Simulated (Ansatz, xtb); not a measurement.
# Ranking isomers of B2F2H6N2

8 gas-phase structures of B2F2H6N2, from a drawn sample of its isomers (lower ones may exist). Each was relaxed with GFN2-xTB; where two conformers were screened, the lower at r2SCAN-D4/def2-SVP is listed:

A. `F[B@H-]1[NH2+][B@H-](F)[NH2+]1`, a singlet
B. `[NH3+][BH2-][NH+]=[B-](F)F`, a singlet
C. `[NH2+]=[B-](F)[NH2+][BH2-]F`, a singlet
D. `[NH3+][B@H-](F)/[NH+]=[BH-]\F`, a singlet
E. `[NH2+]=[BH-][NH2+][BH-](F)F`, a singlet
F. `[NH3+][B@H-](F)/[NH+]=[BH-]/F`, a singlet
G. `F[B-]1(F)[NH2+][BH2-][NH2+]1`, a singlet
H. `F[B@H-]1[NH2+][B@@H-](F)[NH2+]1`, a singlet

Problem. Estimate their order in r2SCAN-D4/def2-SVP energy at these geometries, lowest first.

Solution. Calculated order at r2SCAN-D4/def2-SVP: G (0.0), H (5.7), A (6.3), B (14.1), D (15.4), E (16.2), F (18.0), C (19.5) kcal/mol. Less than 1 kcal/mol parts H and A; D and E, so the order within those pairs means little.

Energies above the lowest of each column, in kcal/mol; the last columns are at PBE0-D4/def2-SVP geometries and were run for some of them only (a dash: not run or not comparable):

```json
{"structure": "G", "GFN2-xTB": "1.3", "HF/STO-3G": "0.0", "r2SCAN-D4/def2-SVP": "0.0", "PBE0-D4/def2-SVP": "0.0", "CCSD(T)/def2-SVP + ΔMP2/def2-TZVPP": "0.0"}
{"structure": "H", "GFN2-xTB": "0.0", "HF/STO-3G": "5.9", "r2SCAN-D4/def2-SVP": "5.7", "PBE0-D4/def2-SVP": "5.5", "CCSD(T)/def2-SVP + ΔMP2/def2-TZVPP": "5.4"}
{"structure": "A", "GFN2-xTB": "0.1", "HF/STO-3G": "6.7", "r2SCAN-D4/def2-SVP": "6.3", "PBE0-D4/def2-SVP": "6.2", "CCSD(T)/def2-SVP + ΔMP2/def2-TZVPP": "6.1"}
{"structure": "B", "GFN2-xTB": "12.6", "HF/STO-3G": "28.8", "r2SCAN-D4/def2-SVP": "14.1", "PBE0-D4/def2-SVP": "14.3", "CCSD(T)/def2-SVP + ΔMP2/def2-TZVPP": "10.7"}
{"structure": "D", "GFN2-xTB": "10.9", "HF/STO-3G": "37.1", "r2SCAN-D4/def2-SVP": "15.4", "PBE0-D4/def2-SVP": "–", "CCSD(T)/def2-SVP + ΔMP2/def2-TZVPP": "–"}
{"structure": "E", "GFN2-xTB": "9.5", "HF/STO-3G": "41.4", "r2SCAN-D4/def2-SVP": "16.2", "PBE0-D4/def2-SVP": "–", "CCSD(T)/def2-SVP + ΔMP2/def2-TZVPP": "–"}
{"structure": "F", "GFN2-xTB": "13.9", "HF/STO-3G": "37.4", "r2SCAN-D4/def2-SVP": "18.0", "PBE0-D4/def2-SVP": "–", "CCSD(T)/def2-SVP + ΔMP2/def2-TZVPP": "–"}
{"structure": "C", "GFN2-xTB": "13.5", "HF/STO-3G": "38.9", "r2SCAN-D4/def2-SVP": "19.5", "PBE0-D4/def2-SVP": "–", "CCSD(T)/def2-SVP + ΔMP2/def2-TZVPP": "–"}
```

CCSD(T)/def2-SVP + ΔMP2/def2-TZVPP puts G lowest of those it was run on; GFN2-xTB picks H. Flexible structures stand in one conformer each, not always the lowest. Frequencies (GFN2-xTB) were run for A, B, G, H alone. ΔMP2 is the change of the MP2 energy from the smaller to the larger basis.

Over these structures GFN2-xTB departs from r2SCAN-D4/def2-SVP by 2.0 kcal/mol on average once a common shift is removed. A GFN2-xTB relaxation took about 0.093 s and the r2SCAN-D4/def2-SVP energy about 3.6 s on a shared host (Ansatz 0.2.0, xtb 6.7.1).
